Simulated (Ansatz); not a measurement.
Isomers of WO₄H₂ (singlet), relaxed with PBE-D4/def2-SVP; total energies from Ansatz at CCSD(T)/def2-TZVP.

```tsv
isomer	description	energy (Eh)
A	point group not assigned; 4 × O–W 1.71 to 1.96 Å; 1 × O–O 1.46 Å; 1 × H–O 0.97 Å; 1 × H–W 1.70 Å	-368.54644
B	point group not assigned; 4 × O–W 1.73 to 2.16 Å; 1 × O–O 1.49 Å; 1 × H–W 1.71 Å; 1 × H–O 0.99 Å	-368.52908
C	point group Cs; 4 × O–W 1.71 to 2.33 Å; 2 × O–O 1.46 Å; 2 × H–W 1.70 Å	-368.36999
```

In the def2 sets W takes a core potential; there is no spin–orbit coupling. Correlated methods freeze 4 core orbitals; core or outer-core shells of W are correlated, in sets that lack core-valence functions.

The isomers come from a short search, and lower ones may exist.

Q: Work out the relative energies (1 Eh = 2625.5 kJ/mol) and the Boltzmann populations at 1200 K from electronic energies alone (R = 8.314 J/mol/K).

A: ΔE: A 0.0, B 45.6, C 463.3 kJ/mol. RT = 9.98 kJ/mol. Factors exp(−ΔE/RT): A 1, B 0.0104, C 6.9e-21; sum 1.010. Populations: A 99.0 %, B 1.0 %, C 0.0 %. Zero-point energy, vibrational entropy and symmetry numbers are left out and can shift these; an error of 4 kJ/mol changes a ratio by a factor of 1.5. Over the other density-functional and correlated levels in def2 sets, the gap between A and B ranges from 52 to 66 kJ/mol.
